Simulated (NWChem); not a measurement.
Species: disulfane (H$_{2}$S$_{2}$); SMILES SS

```xyz
4

S      0.0207    -1.0361     0.0782
S     -0.0207     1.0361     0.0782
H     -0.9320    -1.2508    -0.8618
H      0.9320     1.2508    -0.8618
```
Atoms are numbered in this order, from 1.

The geometry was optimised at PBE0/def2-SVP.

Problem. Give the principal values of the shielding tensors (ppm) of S1 from PBE0/pcSseg-2, GIAO (NWChem), with their diamagnetic and paramagnetic parts as GIAO splits them.

Solution. 
```tsv
atom	σ11	σ22	σ33	isotropic	diamagnetic	paramagnetic
S1	438.5	498.9	801.6	579.7	1054.4	-474.7
```
